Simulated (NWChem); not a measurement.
System: C$_{5}$H$_{15}$NSi; SMILES C[Si](N(C)C)(C)C

Input file for NWChem:

```
start job
memory heap 200 mb stack 900 mb global 1100 mb
geometry units angstroms noautoz
  C     -1.198584    -1.910569    -0.059378
  N      0.000343    -1.138847     0.139907
  C      1.200710    -1.909387    -0.055221
  Si    -0.000323     0.611404     0.018790
  C      0.002291     1.220406    -1.769409
  C     -1.538812     1.272644     0.877884
  C      1.534720     1.274102     0.882906
  H     -2.096446    -1.312358     0.154800
  H     -1.299727    -2.304440    -1.093624
  H     -1.223195    -2.786131     0.618176
  H      1.305839    -2.303141    -1.089114
  H      2.097231    -1.310295     0.162089
  H      1.223829    -2.784939     0.622400
  H     -0.885776     0.860479    -2.313754
  H      0.001759     2.321699    -1.819894
  H      0.892587     0.861480    -2.310779
  H     -1.617313     0.888650     1.907052
  H     -2.467231     1.016013     0.344185
  H     -1.488789     2.372384     0.929137
  H      1.483387     2.373778     0.934213
  H      2.465131     1.018501     0.352195
  H      1.610258     0.890006     1.912261
end
basis spherical
  * library def2-svp
end
dft
  xc m06-2x
  iterations 150
  semidirect filesize 400000000
  mulliken
end
task dft energy
```

The geometry was optimised at PBE0/def2-SVP. Not confirmed as a minimum by frequencies.

**Question.** Give the results of this calculation. (M06-2X/def2-SVP.) Quantities: energy (Ha); highest occupied level (eV); orbital gap (eV); dipole (D).

**Answer.** The energy (Ha) is -543.41 and the highest occupied level (eV) is -7.16. The orbital gap (eV) comes out as 9.25 and the dipole (D) is 0.16.
